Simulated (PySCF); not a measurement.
C6H7, SMILES [C]1=CCCC=C1, multiplicity 2.

The structure is a stationary point at PBE-D3(BJ)/def2-SVP. The isomer is the one that the SMILES or the coordinates give; other isomers of the formula were not compared. The values are those of a single conformer.

Computed with PySCF with TDA-LC-ωPBE/def2-SVPD.

Vertical excitations. The molecule is in vacuum.

Computed excitation energies, oscillator strengths and character:
```json
[
 {"state": "root 1", "energy (eV)": "2.67", "λ (nm)": "464", "f": "0.001", "main pairs": "α HOMO→LUMO 18 %, β HOMO→LUMO 70 %"},
 {"state": "root 2", "energy (eV)": "3.00", "λ (nm)": "413", "f": "0.002", "main pairs": "α HOMO→LUMO 29 %, β HOMO→LUMO+1 40 %, β HOMO→LUMO 16 %"},
 {"state": "root 3", "energy (eV)": "4.29", "λ (nm)": "289", "f": "0.007", "main pairs": "α HOMO−1→LUMO 86 %"},
 {"state": "root 4", "energy (eV)": "4.85", "λ (nm)": "256", "f": "0.004", "main pairs": "α HOMO−2→LUMO 23 %, α HOMO→LUMO+6 6 %, β HOMO−1→LUMO 19 %, β HOMO−1→LUMO+1 16 %"},
 {"state": "root 5", "energy (eV)": "5.36", "λ (nm)": "231", "f": "0.180", "main pairs": "α HOMO→LUMO 39 %, α HOMO−1→LUMO 6 %, β HOMO→LUMO+1 46 %"},
 {"state": "root 6", "energy (eV)": "5.72", "λ (nm)": "217", "f": "0.002", "main pairs": "β HOMO−1→LUMO 62 %, β HOMO−1→LUMO+1 15 %"},
 {"state": "root 7", "energy (eV)": "6.58", "λ (nm)": "189", "f": "0.001", "main pairs": "β HOMO−2→LUMO 73 %"},
 {"state": "root 8", "energy (eV)": "6.79", "λ (nm)": "183", "f": "0.000", "main pairs": "α HOMO→LUMO+1 51 %, β HOMO→LUMO+2 32 %"},
 {"state": "root 9", "energy (eV)": "6.92", "λ (nm)": "179", "f": "0.006", "main pairs": "α HOMO→LUMO+1 33 %, β HOMO→LUMO+2 52 %"},
 {"state": "root 10", "energy (eV)": "7.12", "λ (nm)": "174", "f": "0.000", "main pairs": "α HOMO−3→LUMO 43 %, β HOMO−2→LUMO+1 36 %"}
]
```
Unrestricted roots are not spin-pure.
